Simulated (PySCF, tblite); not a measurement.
Isomers of C5H14Si2. Computed with GFN2-xTB (tblite): harmonic, unscaled wavenumbers at the GFN2-xTB geometry, gas phase. This tight-binding method is rough: wavenumbers can miss measured ones by several per cent, in bad cases by 10 to 20. Modes of hydrogen on silicon can be 10 to 20 % off. One conformer each.

Electronic energies: PBE0/pcSseg-1 single points on the GFN2-xTB geometries (PySCF, gas phase).

```csv
SMILES,"electronic energy, lowest = 0 (kJ/mol)"
CC(C)/C=C/[SiH2][SiH3],146.0
CC(C)[SiH]1C[SiH2]C1,44.7
C=C(C)[SiH2]CC[SiH3],149.7
C=CC[SiH2]C[SiH2]C,89.5
C=C[SiH2][Si@@H](C)CC,108.8
CC[Si]1(C)C[SiH2]C1,0.0
```

How do GFN2-xTB zero-point energies change the relative energies?

| SMILES | ZPE (kJ/mol) | of it from modes above 1550 cm⁻¹ | electronic (kJ/mol) | with ZPE, lowest = 0 (kJ/mol) | lowest mode (cm⁻¹) | rings |
| --- | --- | --- | --- | --- | --- | --- |
| CC[Si]1(C)C[SiH2]C1 | 451.5 | 243.5 | 0.0 | 0.0 | 46 | 1 |
| CC(C)[SiH]1C[SiH2]C1 | 448.5 | 237.7 | 44.7 | 41.7 | 42 | 1 |
| C=CC[SiH2]C[SiH2]C | 433.8 | 244.2 | 89.5 | 71.8 | 26 | 0 |
| C=C[SiH2][Si@@H](C)CC | 440.6 | 247.5 | 108.8 | 97.9 | 17 | 0 |
| CC(C)/C=C/[SiH2][SiH3] | 432.8 | 238.5 | 146.0 | 127.3 | 21 | 0 |
| C=C(C)[SiH2]CC[SiH3] | 431.4 | 238.7 | 149.7 | 129.6 | 29 | 0 |

The zero-point energies span 20.1 kJ/mol, from `C=C(C)[SiH2]CC[SiH3]` to `CC[Si]1(C)C[SiH2]C1`. The order is unchanged.

And how do the electronic energies of GFN2-xTB itself compare?

`CC[Si]1(C)C[SiH2]C1` 30.2; `CC(C)[SiH]1C[SiH2]C1` 8.0; `C=CC[SiH2]C[SiH2]C` 29.4; `C=C[SiH2][Si@@H](C)CC` 72.7; `CC(C)/C=C/[SiH2][SiH3]` 0.0; `C=C(C)[SiH2]CC[SiH3]` 12.9 kJ/mol, lowest = 0. Against the energies above, taken from the same isomer `CC[Si]1(C)C[SiH2]C1`, the largest difference is 176.2 kJ/mol.

What do entropy and thermal enthalpy add at 298.15 K and 1 bar (rigid rotor, harmonic oscillator, one conformer each)?

```json
{"SMILES": "CC(C)[SiH]1C[SiH2]C1", "point group": "C1", "symmetry number": "1", "S (J/(mol K))": "419.2", "H − H(0) (kJ/mol)": "30.57", "ZPE + H − H(0) − TS (kJ/mol)": "354.1"}
{"SMILES": "C=CC[SiH2]C[SiH2]C", "point group": "C1", "symmetry number": "1", "S (J/(mol K))": "458.9", "H − H(0) (kJ/mol)": "33.86", "ZPE + H − H(0) − TS (kJ/mol)": "330.9"}
{"SMILES": "C=C(C)[SiH2]CC[SiH3]", "point group": "C1", "symmetry number": "1", "S (J/(mol K))": "448.9", "H − H(0) (kJ/mol)": "33.31", "ZPE + H − H(0) − TS (kJ/mol)": "330.9"}
```

Not tabulated: `CC[Si]1(C)C[SiH2]C1` (point group not settled); `C=C[SiH2][Si@@H](C)CC` (lowest mode only 17 cm⁻¹); `CC(C)/C=C/[SiH2][SiH3]` (lowest mode only 21 cm⁻¹).
